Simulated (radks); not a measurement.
The numbers below are computed, except where a source is named.
The mean radii <r> (bohr) of the occupied orbitals of an atom or ion are listed with their occupations. Code: a radial shooting solver on a logarithmic mesh with Libxc functionals. Model: scalar-relativistic Kohn-Sham, Wu-Cohen GGA, spin-polarised, spherical densities, point nucleus.

| orbital | occ. | <r> |
|---|---|---|
| 1s | 2 | 0.1307 |
| 2s | 2 | 0.6957 |
| 2p | 6 | 0.6831 |

Name the element and its charge. Open shells, if any, are filled with parallel spins first.

Answer. Z = 12, magnesium, charge +2: Mg2+ in [Ne]. The 1s radius gives Z: for a bare nucleus <r> = (2 gamma + 1)/(2Z) with gamma = sqrt(1 - (Z/c)^2), 0.1247 bohr for Z = 12, and screening makes it slightly larger (0.1307 here). The occupations add up to 10, and the charge is Z minus that.
